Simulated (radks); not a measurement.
All-electron atom: I III in [Kr] 4d10 5s2 5p3.

Calculated with a radial shooting solver on a logarithmic mesh with Libxc functionals: scalar-relativistic Kohn-Sham, r2SCAN, spin-polarised, spherical densities, finite nucleus; open shells are filled with parallel spins first (spin-orbit coupling, left out, can overturn this in heavy ions); meta-GGA in the generalised Kohn-Sham scheme; Fermi nuclear charge, rms radius 4.75 fm.

Energy parts (hartree):
part                        energy
total                  -7116.05298
kinetic                 7469.42987
electron-nucleus      -17179.81881
Hartree                 2775.40133
exchange-correlation    -181.06537

Orbitals (lengths in bohr, moments of r in powers of bohr; <r^-3> diverges for s and p1/2):
| orbital | occ. | eigenvalue (hartree) | <r^-3> | <r^2> | <r> |
|---|---|---|---|---|---|
| 1s up | 1 | -1215.013 | - | 0.001005 | 0.02723 |
| 1s down | 1 | -1215.006 | - | 0.001005 | 0.02723 |
| 2s up | 1 | -188.9818 | - | 0.01619 | 0.1171 |
| 2s down | 1 | -188.9810 | - | 0.01619 | 0.1171 |
| 2p up | 3 | -169.5830 | 5773 | 0.01283 | 0.1025 |
| 2p down | 3 | -169.5788 | 5773 | 0.01283 | 0.1025 |
| 3s up | 1 | -38.98776 | - | 0.1123 | 0.3134 |
| 3s down | 1 | -38.98439 | - | 0.1123 | 0.3134 |
| 3p up | 3 | -32.65999 | 1108 | 0.1127 | 0.3117 |
| 3p down | 3 | -32.65533 | 1108 | 0.1127 | 0.3117 |
| 3d up | 5 | -23.19767 | 151.9 | 0.09856 | 0.2886 |
| 3d down | 5 | -23.19277 | 151.9 | 0.09854 | 0.2886 |
| 4s up | 1 | -7.54886 | - | 0.6193 | 0.7406 |
| 4s down | 1 | -7.53764 | - | 0.6201 | 0.7412 |
| 4p up | 3 | -5.55472 | 213.4 | 0.7151 | 0.7923 |
| 4p down | 3 | -5.54476 | 212.9 | 0.7143 | 0.7922 |
| 4d up | 5 | -2.63801 | 22.23 | 0.9947 | 0.9214 |
| 4d down | 5 | -2.62233 | 22.39 | 0.9770 | 0.9149 |
| 5s up | 1 | -1.39242 | - | 4.014 | 1.892 |
| 5s down | 1 | -1.26293 | - | 3.938 | 1.871 |
| 5p up | 3 | -0.95558 | 25.22 | 5.397 | 2.190 |
| 5p down | 0 | -0.81512 | 26.55 | 5.263 | 2.162 |

The highest occupied level is 5p up at -26.003 eV. The spin density at the nucleus is -3.437 e/bohr^3 (1s -0.816, 2s 0.337, 3s 0.503, 4s 1.641, 5s -5.102). The electron density at the nucleus is 2.569e+05 e/bohr^3 (large components only). Spin moment in Bohr magnetons: 3. Summed over all electrons, <r^2> = 41.53 bohr^2, which gives a Langevin (diamagnetic) susceptibility term of -32.9 x 10^-6 cm^3/mol.
